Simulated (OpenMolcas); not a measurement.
## Fe3+: moving the ligands

Fe3+ with 6 ligands (sulfide) in octahedral coordination (Oh) at 2.42 Å. A charge of +1.5 e stands 2.4 Å behind each ligand. Ligand basis ANO-RCC-VDZP.
```
Fe    0.0000    0.0000    0.0000
S     2.4200    0.0000    0.0000
S     0.0000    2.4200    0.0000
S    -2.4200    0.0000    0.0000
S     0.0000   -2.4200    0.0000
S     0.0000    0.0000    2.4200
S     0.0000    0.0000   -2.4200
```

```
Program             : OpenMolcas 26.06
Method              : CASSCF
Basis               : ANO-RCC-VDZP [5s4p2d1f]
Scalar Hamiltonian  : DKH2, point nucleus
Active space        : 5 electrons in 5 orbitals (3d)
State averaging     : 2S+1 = 6 even, 1 root; 2S+1 = 4 even, 24 roots; 2S+1 = 2 even, 75 roots
Spin-orbit coupling : RASSI with atomic mean-field integrals over the reference wave functions
```

Runs around this geometry, states (labels of O, the rotations of Oh). Energies in cm-1 above the lowest state or level, χT in cm3 K/mol; 10Dq and B are least-squares fits to the states below 45000 cm-1, weighted by degeneracy, with a free offset, and given where the rms deviation is under 5 % of |10Dq| (or 100 cm-1) and under 700 cm-1.

```tsv
R (Å)	Ground state	10Dq	B (rms of fit)	First gap with spin-orbit (degeneracies)	χT at 300 K	First state of another spin
2.33	6A1			27997 (6, 2)	4.385	4T1 28071
2.42	6A1	4993	1149 (186)	29675 (6, 2)	4.385	4T1 29742
2.5	6A1	4457	1118 (158)	30843 (6, 2)	4.386	4T1 30905
```

Without dynamic correlation the repulsion within the d shell is too large (B by tens of per cent), so at a given field states of lower spin stand too high. CASSCF with metal d orbitals alone favours high spin, so a ground state of lower spin is not ruled out. The sulfide ions are held by bare point charges, a crude embedding. Ligand-to-metal charge-transfer states are missing. With no ligand orbital active B as a rule stays too high, so bands that hang on it stand too high and its fall with covalency is understated. With metal d orbitals alone and no dynamic correlation the field as a rule comes out too small, by tens of per cent, by up to half for chloride and softer ligands. No measured value stands beside these numbers; the geometry is a model, was not optimised and need not be the one that this ion takes.
